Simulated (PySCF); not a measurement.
SMILES [Si](=[OH+])=O (charge +1) (PBE0/def2-SVP optimised geometry):

```
4

O      1.998     0.000     0.000
Si     0.495     0.000     0.000
O     -1.029     0.000    -0.001
H     -1.998     0.000     0.001
```

Computed with PBE0/def2-TZVP (PySCF).

Question: What are the frontier orbital energies?

Answer: HOMO-2 -18.51 eV, HOMO-1 -16.61 eV, HOMO -16.61 eV, LUMO -10.48 eV, LUMO+1 -7.34 eV.

On the same geometry PBE/def2-TZVP (PySCF 2.14.0) gives HOMO-2 -17.01 eV, HOMO-1 -15.10 eV, HOMO -15.10 eV, LUMO -11.52 eV, LUMO+1 -8.33 eV.

Meta-Löwdin charges at PBE0/def2-TZVP: O1 -0.54, Si2 1.71, O3 -0.64, H4 0.47.
